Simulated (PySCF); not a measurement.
SMILES [CH2]c1ccccc1 (C₇H₇), doublet, PBE0/def2-SVP optimised geometry. Atoms within 1.6 Å of the plane z = 0.0 Å (x, y, z in Å): C1 (1.41, 1.83, 0.00), C2 (0.70, 0.61, 0.00), C3 (-0.72, 0.58, 0.00), C4 (-1.41, -0.62, 0.00), C5 (-0.72, -1.84, 0.00), C6 (0.68, -1.84, 0.00), C7 (1.38, -0.64, 0.00), H8 (0.89, 2.78, 0.00), H9 (2.50, 1.84, 0.00), H10 (-1.27, 1.53, 0.00), H11 (-2.50, -0.61, 0.00), H12 (-1.27, -2.78, 0.00), H13 (1.22, -2.78, 0.00), H14 (2.47, -0.65, 0.00).

Calculation: PySCF 2.14.0 with unrestricted PBE0/def2-TZVP. Cells within 0.4 Å of a nucleus heavier than hydrogen are left out (blank, or x).

Map of the deformation density (molecule minus spherical neutral atoms) (e/bohr³) on the plane z = 0.0 Å:

```
|1111111111111111111111111111111|
|1111111111111111111111111111111|
|1111111111111111111111111111111|
|1111111111111111111111111111111|
|1111111111111111111111111111111|
|1111111111111111101111111111111|
|1111111111111111113211111111111|
|1111111111111111149521111111111|
|1111111111111111148622211111111|
|1111111111111111114xx7730111111|
|1111111111144210014xx7730111111|
|1111111111278311148722211111111|
|11111111112584342x8411111111111|
|111111111112xxx8xxx100111111111|
|111111111113xx464x7310111111111|
|1111111121269411148611111111111|
|1111111255xx6200026x45411111111|
|1111110398xx310001xxx8930111111|
|11111111443x7200038x34411111111|
|1111111111269412159511111111111|
|111111111112xx67xxx211111111111|
|111111111112xx78xxx211111111111|
|1111111111268423258521111111111|
|1111111111287311138711111111111|
|1111111111122111123211111111111|
|1111111111111111111011111111111|
|1111111111111111111111111111111|
|1111111111111111111111111111111|
|1111111111111111111111111111111|
|1111111111111111111111111111111|
|1111111111111111111111111111111|
```
Scale: ten equal steps from -0.025 (start of '0') to 0.114 (end of '9'), in the order '0123456789'; x runs from -5.00 to 5.00, y from -5.00 (bottom) to 5.00 (top).
